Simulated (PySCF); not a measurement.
C2H7O2, SMILES OCC[OH2+], charge +1.

Geometry: B3LYP-D3(BJ)/def2-SVP. The isomer is the one that the SMILES or the coordinates give; other isomers of the formula were not compared. One conformer was computed; it need not be the lowest.

The numbers are results of TDA-ωB97X/def2-SVPD in PySCF, not measurements.

Vertical excitations. The molecule is in vacuum.

```json
[
 {"state": "S1", "energy (eV)": "8.63", "λ (nm)": "144", "f": "0.003", "main pairs": "HOMO→LUMO 73 %, HOMO→LUMO+1 20 %"},
 {"state": "S2", "energy (eV)": "9.69", "λ (nm)": "128", "f": "0.010", "main pairs": "HOMO−1→LUMO 69 %"},
 {"state": "S3", "energy (eV)": "10.06", "λ (nm)": "123", "f": "0.003", "main pairs": "HOMO→LUMO+1 41 %, HOMO→LUMO+2 21 %, HOMO−1→LUMO 15 %, HOMO→LUMO 9 %"},
 {"state": "S4", "energy (eV)": "10.47", "λ (nm)": "118", "f": "0.004", "main pairs": "HOMO→LUMO+2 55 %, HOMO→LUMO+1 10 %, HOMO−2→LUMO 9 %"},
 {"state": "S5", "energy (eV)": "10.53", "λ (nm)": "118", "f": "0.008", "main pairs": "HOMO−2→LUMO 61 %"},
 {"state": "S6", "energy (eV)": "11.19", "λ (nm)": "111", "f": "0.070", "main pairs": "HOMO→LUMO+4 38 %, HOMO→LUMO+5 15 %, HOMO−1→LUMO+1 13 %, HOMO−3→LUMO 9 %"},
 {"state": "S7", "energy (eV)": "11.27", "λ (nm)": "110", "f": "0.023", "main pairs": "HOMO−3→LUMO 49 %, HOMO→LUMO+4 8 %"},
 {"state": "S8", "energy (eV)": "11.41", "λ (nm)": "109", "f": "0.043", "main pairs": "HOMO→LUMO+3 17 %, HOMO−1→LUMO+2 17 %, HOMO−1→LUMO+1 16 %, HOMO→LUMO+4 12 %"},
 {"state": "S9", "energy (eV)": "11.49", "λ (nm)": "108", "f": "0.029", "main pairs": "HOMO→LUMO+3 51 %, HOMO−1→LUMO+2 23 %"},
 {"state": "S10", "energy (eV)": "11.79", "λ (nm)": "105", "f": "0.003", "main pairs": "HOMO→LUMO+6 58 %"},
 {"state": "T1", "energy (eV)": "8.21", "λ (nm)": "151", "f": "0", "main pairs": "HOMO→LUMO 65 %, HOMO→LUMO+1 24 %"},
 {"state": "T2", "energy (eV)": "9.14", "λ (nm)": "136", "f": "0", "main pairs": "HOMO−1→LUMO 63 %"},
 {"state": "T3", "energy (eV)": "9.76", "λ (nm)": "127", "f": "0", "main pairs": "HOMO→LUMO+1 34 %, HOMO→LUMO+2 17 %, HOMO−1→LUMO 13 %, HOMO→LUMO 9 %"},
 {"state": "T4", "energy (eV)": "10.05", "λ (nm)": "123", "f": "0", "main pairs": "HOMO−2→LUMO 52 %, HOMO→LUMO+2 8 %"}
]
```
Triplets are in the Tamm–Dancoff approximation.
